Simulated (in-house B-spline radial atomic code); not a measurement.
# LC-wPBE excitations of Sr

Method: LC-wPBE. Computed with an all-electron radial atomic-structure program (B-spline basis): linear response of the closed shell [Kr] 5s2 with the functional's adiabatic kernel; scalar-relativistic (spin-free one-electron X2C), finite nucleus, no spin-orbit coupling, no double excitations, S, P, D and F terms only; shells from n = 3 respond.

Command:
```bash
python run_td.py task.json out
```
Settings (radii: box in bohr, nucleus in fm):
```
Z                        38
electrons                38
configuration            [Kr] 5s2
hamiltonian              x2c
method                   lc_wpbe
box_radius               75
rms_radius               4.224
intervals                77
```

Run time, properties included: 4.1 s on 1 thread of Arm Neoverse N1, with other jobs on the host.

The lowest states, in the order of their Tamm-Dancoff energies; the method's threshold (minus the highest occupied level) is 5.584 eV. Labels give the largest channel, * marks a mixed state, and oscillator strengths are full-response dipole values. Measured ¹D terms are left out, since they can mix with doubly excited terms. Semilocal kernels can invert the small singlet-triplet splittings of Rydberg terms. Energies in eV:

```json
{"state": "5s → 5p 3P", "full response": "1.022", "Tamm-Dancoff": "1.369", "oscillator strength": "-", "measured (J-weighted term)": "1.823"}
{"state": "5s → 4d 3D", "full response": "?", "Tamm-Dancoff": "?", "oscillator strength": "-", "measured (J-weighted term)": "?"}
{"state": "5s → 4d 1D", "full response": "2.441", "Tamm-Dancoff": "2.473", "oscillator strength": "-", "measured (J-weighted term)": "-"}
{"state": "5s → 5p 1P", "full response": "2.642", "Tamm-Dancoff": "2.758", "oscillator strength": "2.02", "measured (J-weighted term)": "2.690"}
{"state": "5s → 6s 3S", "full response": "?", "Tamm-Dancoff": "?", "oscillator strength": "-", "measured (J-weighted term)": "?"}
{"state": "5s → 6s 1S", "full response": "3.756", "Tamm-Dancoff": "3.764", "oscillator strength": "-", "measured (J-weighted term)": "3.793"}
{"state": "5s → 6p 3P", "full response": "4.127", "Tamm-Dancoff": "4.134", "oscillator strength": "-", "measured (J-weighted term)": "-"}
{"state": "5s → 5d 1D", "full response": "4.247", "Tamm-Dancoff": "4.250", "oscillator strength": "-", "measured (J-weighted term)": "-"}
{"state": "5s → 6p 1P", "full response": "4.236", "Tamm-Dancoff": "4.254", "oscillator strength": "0.0436", "measured (J-weighted term)": "-"}
{"state": "5s → 5d 3D", "full response": "4.253", "Tamm-Dancoff": "4.256", "oscillator strength": "-", "measured (J-weighted term)": "4.343"}
```

Problem. Where does 5s → 6s 3S lie?

Solution. At 3.513 eV in full response, 3.527 eV in Tamm-Dancoff; measured 3.600 eV.

Problem. Where does 5s → 4d 3D lie?

Solution. At 1.782 eV in full response, 1.850 eV in Tamm-Dancoff; measured 2.263 eV.

Problem. How large is the singlet-triplet splitting of 5s → 4d (D terms) in Tamm-Dancoff?

Solution. 0.623 eV, from the unrounded values.

Problem. What polarisabilities and dispersion coefficient does the method give?

Solution. Dipole 222.5 bohr³, quadrupole 4494 bohr⁵, C6 3812 hartree·bohr⁶ for two such species. Recommended dipole value: 197.2 ± 0.2 bohr³ (Schwerdtfeger and Nagle, table of static dipole polarizabilities (2023 update)), which includes relativity and correlation.
